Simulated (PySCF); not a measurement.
# The potential of point charges around 2-ethoxyacetamide

Species: 2-ethoxyacetamide (`O(CC)CC(N)=O`). Coordinates (GFN2-xTB, Å) and charges (e) from the PBE0/pcSseg-1 density (PySCF):

```tsv
atom	x	y	z	Mulliken	IAO	Hirshfeld	ESP-fitted
C1	-2.422	0.420	0.521	-0.2722	-0.4236	-0.1207	-0.4098
C2	-1.376	-0.554	0.004	+0.0088	-0.0387	+0.0100	+0.2357
O3	-0.106	0.063	0.082	-0.5597	-0.4045	-0.1265	-0.2459
C4	0.940	-0.758	-0.374	+0.0843	-0.1079	-0.0034	-0.3566
C5	2.288	-0.045	-0.269	+0.3348	+0.4447	+0.1671	+0.8450
N6	2.207	1.199	0.229	-0.3844	-0.5043	-0.1746	-0.9044
O7	3.320	-0.577	-0.610	-0.4357	-0.5117	-0.3132	-0.6118
H8	-3.406	-0.036	0.469	+0.1163	+0.1488	+0.0494	+0.1172
H9	-2.416	1.326	-0.079	+0.1203	+0.1488	+0.0433	+0.1113
H10	-2.206	0.686	1.552	+0.1203	+0.1488	+0.0434	+0.1119
H11	-1.591	-0.830	-1.040	+0.1019	+0.1190	+0.0358	+0.0262
H12	-1.379	-1.475	0.607	+0.1019	+0.1190	+0.0358	+0.0247
H13	0.788	-1.043	-1.427	+0.1282	+0.1434	+0.0455	+0.1402
H14	1.000	-1.687	0.213	+0.1283	+0.1434	+0.0455	+0.1399
H15	1.310	1.570	0.491	+0.2116	+0.2896	+0.1200	+0.3701
H16	3.043	1.748	0.337	+0.1951	+0.2852	+0.1423	+0.4064
```

Points outside the species (Å): A (-5.2, 5.5, 0.8); B (-0.7, 3.3, 4.8); C (-3.0, 2.5, -5.4); D (-0.2, -3.1, 4.4).

Find the potential V = 14.3996 V·Å × Σ q/r of each set of charges at these points.

In volts:

```json
{"point": "A", "nearest atom": "H9", "distance (Å)": "5.09", "Mulliken": "+0.093", "IAO": "+0.106", "Hirshfeld": "+0.089", "ESP-fitted": "+0.105"}
{"point": "B", "nearest atom": "H10", "distance (Å)": "4.43", "Mulliken": "+0.013", "IAO": "+0.091", "Hirshfeld": "+0.105", "ESP-fitted": "+0.124"}
{"point": "C", "nearest atom": "H9", "distance (Å)": "5.48", "Mulliken": "+0.063", "IAO": "+0.062", "Hirshfeld": "+0.055", "ESP-fitted": "+0.072"}
{"point": "D", "nearest atom": "H12", "distance (Å)": "4.29", "Mulliken": "+0.080", "IAO": "+0.062", "Hirshfeld": "+0.048", "ESP-fitted": "+0.071"}
```

How far are the other sets from the ESP-fitted one at these points?

Root-mean-square difference: IAO 0.018 V, Hirshfeld 0.019 V, Mulliken 0.056 V. The ESP scheme fits charges at the nuclei, held to the total charge, to the electrostatic potential on points at 1.4 to 2.0 times the van der Waals radii.

What energy would a point charge of -2 e have at B in the field of the ESP charges, leaving out polarisation?

-0.249 eV = -24.0 kJ/mol, an attraction.

Isolated species at its GFN2-xTB geometry (one conformer only).

These values come from a run that also computed NMR shieldings. Hardware: one thread of an Arm Neoverse V2 (shared host). Cost: 15 s.

Conformer computed: `[CH3:1][CH2:2][O:3][CH2:4][C:5]([NH2:6])=[O:7]`: C1–C2–O3–C4 180°, C2–O3–C4–C5 180°, O3–C4–C5–N6 0°, H–N6–C5–C4 0°, H–N6–C5–C4 180°.
